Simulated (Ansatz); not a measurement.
Consider the hydrogenolysis of the Sn–Si bond: `O[SiH2][SnH2][SiH3]` + H₂ → `[SiH3][SnH3]` + silanol.

Calculated with Ansatz (gas phase, PBE0-D4/def2-TZVP geometries, no zero-point term in ΔE). CBS: MP2 limit from def2 TZ/QZ plus the TZ coupled-cluster correction, frozen cores. This one scheme is used for every species. Functionals use def2-TZVPP. def2 core potentials past Kr. For Sn outer-core shells are correlated without core-valence functions, which leaves a few kJ/mol of doubt a bond. One conformer a species, not always the lowest.

`O[SiH2][SnH2][SiH3]`:

```xyz
12

O     2.492    0.726    0.641
Si    1.897   -0.461   -0.344
Sn   -0.576   -0.971    0.161
Si   -2.076    1.074   -0.210
H     2.492    0.559    1.585
H     2.698   -1.714   -0.228
H     2.039    0.066   -1.724
H    -0.729   -1.478    1.792
H    -1.124   -2.269   -0.811
H    -1.957    1.539   -1.618
H    -1.654    2.178    0.691
H    -3.501    0.752    0.066
```

H₂:

Cartesian coordinates in Å:
```
H 0.295 0.112 0.199
H -0.295 -0.112 -0.199
```

`[SiH3][SnH3]`:

Z-matrix (Å, degrees):
```
Si
Sn 1 2.560
H 1 1.487 2 110.2
H 1 1.487 2 110.2 3 -120.0
H 1 1.487 2 110.2 3 120.0
H 2 1.708 1 110.8 3 179.5
H 2 1.708 1 110.8 3 -60.5
H 2 1.708 1 110.7 3 59.5
```

`O[SiH3]`:

Cartesian coordinates in Å:
```
O -0.506 0.522 1.055
Si 0.190 -0.280 -0.204
H -0.905 1.374 0.878
H -0.796 -0.577 -1.280
H 0.715 -1.544 0.359
H 1.302 0.505 -0.808
```

CCSD(T)/CBS gives +5.9 kJ/mol.

Q: Another level gave -4.5 kJ/mol. Which?
A. PBE-D4/def2-TZVPP
B. HF/def2-TZVPP
C. r2SCAN/def2-TZVPP
D. B2PLYP/def2-TZVPP

A: D. B2PLYP -4.5, r2SCAN 5.3, PBE-D4 15.1, HF/def2-TZVPP -31.2 kJ/mol.

Largest T1 diagnostic among the species: 0.013.

The D4 term adds +11.3 kJ/mol with B3LYP and +6.6 kJ/mol with PBE0; it sums over pairs of atoms, weighted by their polarisabilities, and B3LYP, whose exchange is more repulsive, gets the larger term. In def2-TZVPP, CCSD(T) changes the Hartree–Fock value by +28.7 kJ/mol (the triples alone add +5.4 kJ/mol) and MP2 by +35.3 kJ/mol.

B3LYP here is the variant with VWN-RPA as its local correlation; programs differ in this.
